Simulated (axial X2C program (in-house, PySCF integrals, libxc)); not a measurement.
# Low determinants of TiN⁺ at the PBE0 level, with spin–orbit coupling

Computed with an axial X2C code built on PySCF integrals. Two-component (2c) means X2C with spin–orbit coupling and atomic mean-field two-electron Coulomb and Gaunt terms. Basis: Ti dyall-cv3z [10s10p6d4f2g], N dyall-av3z [7s7p3d2f] (cores contracted in-house); Gaussian nuclei, density fitting, unrestricted open shells. Masses: Ti 47.948 u, N 14.003 u.

Search at 1.507 Å (vertical energies from the lowest determinant):

```tsv
ΔE (eV)	state	electrons beyond evenly filled partner blocks	electrons in ±ω = 1/2, 3/2, 5/2, 7/2
0.00	Ω = 0	none	22 6 0 0
1.80	Ω = 1	ω = -1/2, ω = 3/2	21 7 0 0
1.83	Ω = 3	ω = 1/2, ω = 5/2	21 6 1 0
1.97	Ω = 2	ω = 1/2, ω = 3/2	21 7 0 0
2.00	Ω = 2	ω = -1/2, ω = 5/2	21 6 1 0
2.70	Ω = 4	ω = 3/2, ω = 5/2	22 5 1 0
2.71	Ω = 3	2 × ω = 3/2	22 6 0 0
```

Lowest determinant, Ω = 0 (closed shell): Re = 1.505 Å, ωe = 1229.9 cm⁻¹.

The determinant in row 2 of the search, Ω = 1 (⟨Sz⟩ = -1.00, ⟨Lz⟩ = 2.00 at PBE0), was followed along the bond at PBE0; measured from the minimum of the lowest determinant it gives:

Te = 1.549 eV (12496 cm⁻¹), Re = 1.606 Å, ωe = 1062.9 cm⁻¹.

Compare the bond of the determinant in row 2 with that of the lowest one.

At PBE0 its Re is 0.101 Å longer and its force constant, which goes as ωe², is 0.75 times that of the lowest determinant. T0 ≈ Te + Δωe/2 = 12496 + (-84) = 12412 cm⁻¹.

The search compares states at one distance, so a state with another bond length can lie lower; it is not exhaustive and yields mostly the lowest determinant of each block pattern, so other components and higher states of one pattern are missing. These are energies of single determinants, not of spin-adapted states; PBE0 term energies can be off by some tenths of an eV, and the functional has no current term. Open-shell Ω = 0 determinants with evenly filled partner blocks cannot be reached by this program, so the Ω shown need not be the lowest component.
